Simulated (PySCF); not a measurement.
# Energy of Zn⁺ (zinc, charge +1) between two integer charges

The 4s alpha orbital of [Ar] 3d10 4s1 is emptied in steps (occupation f), with all orbitals relaxed, ending at [Ar] 3d10. Computed with PySCF 2.14 in def2-TZVPPD (6s6p4d2f1g, 67 functions), with the non-relativistic Hamiltonian (point nucleus). The exact energy is a straight line in f; departures are measured from the line between the end points of the same method.

| f | UHF (eV) | LDA (eV) | PBE (eV) | PBE0 (eV) | r2SCAN (eV) | LC-wPBE (eV) | BHandHLYP (eV) | MN15 (eV) | TPSS (eV) |
| --- | --- | --- | --- | --- | --- | --- | --- | --- | --- |
| 1 | 0.000 | 0.000 | 0.000 | 0.000 | 0.000 | 0.000 | 0.000 | 0.000 | 0.000 |
| 0.8 | 0.016 | -0.663 | -0.659 | -0.480 | -0.569 | -0.048 | -0.339 | -0.344 | -0.617 |
| 0.6 | 0.023 | -0.992 | -0.991 | -0.720 | -0.851 | -0.069 | -0.510 | -0.507 | -0.926 |
| 0.4 | 0.023 | -0.988 | -0.993 | -0.721 | -0.845 | -0.070 | -0.513 | -0.489 | -0.930 |
| 0.2 | 0.015 | -0.653 | -0.664 | -0.481 | -0.560 | -0.051 | -0.344 | -0.304 | -0.627 |
| 0 | 0.000 | 0.000 | 0.000 | 0.000 | 0.000 | 0.000 | 0.000 | 0.000 | 0.000 |

| method | E(f=0) − E(f=1) (eV) | −ε at f=1 (eV) | −ε at f=0.4 (eV) |
| --- | --- | --- | --- |
| UHF | 16.589 | 16.690 | 16.569 |
| LDA | 18.685 | 14.538 | 19.538 |
| PBE | 18.380 | 14.274 | 19.196 |
| PBE0 | 18.006 | 15.009 | 18.604 |
| r2SCAN | 18.202 | 14.622 | 18.942 |
| LC-wPBE | 17.934 | 17.612 | 17.977 |
| BHandHLYP | 17.843 | 15.733 | 18.256 |
| MN15 | 17.654 | 15.477 | 18.179 |
| TPSS | 18.086 | 14.227 | 18.830 |

Orbital energy along the path (eV):

```json
{"f": "1", "UHF": "-16.690", "LDA": "-14.538", "PBE": "-14.274", "PBE0": "-15.009", "r2SCAN": "-14.622", "LC-wPBE": "-17.612", "BHandHLYP": "-15.733", "MN15": "-15.477", "TPSS": "-14.227"}
{"f": "0.8", "UHF": "-16.647", "LDA": "-16.203", "PBE": "-15.901", "PBE0": "-16.205", "r2SCAN": "-16.081", "LC-wPBE": "-17.763", "BHandHLYP": "-16.567", "MN15": "-16.387", "TPSS": "-15.773"}
{"f": "0.6", "UHF": "-16.607", "LDA": "-17.875", "PBE": "-17.542", "PBE0": "-17.403", "r2SCAN": "-17.506", "LC-wPBE": "-17.885", "BHandHLYP": "-17.408", "MN15": "-17.296", "TPSS": "-17.305"}
{"f": "0.4", "UHF": "-16.569", "LDA": "-19.538", "PBE": "-19.196", "PBE0": "-18.604", "r2SCAN": "-18.942", "LC-wPBE": "-17.977", "BHandHLYP": "-18.256", "MN15": "-18.179", "TPSS": "-18.830"}
{"f": "0.2", "UHF": "-16.532", "LDA": "-21.168", "PBE": "-20.865", "PBE0": "-19.812", "r2SCAN": "-20.317", "LC-wPBE": "-18.093", "BHandHLYP": "-19.119", "MN15": "-18.936", "TPSS": "-20.393"}
{"f": "0", "UHF": "-16.497", "LDA": "-22.708", "PBE": "-22.511", "PBE0": "-20.983", "r2SCAN": "-21.661", "LC-wPBE": "-18.293", "BHandHLYP": "-20.020", "MN15": "-19.345", "TPSS": "-22.051"}
```

Reference removal energy between the ground levels: 17.964 eV (measured; NIST Atomic Spectra Database, ionization energies). UHF lacks correlation.
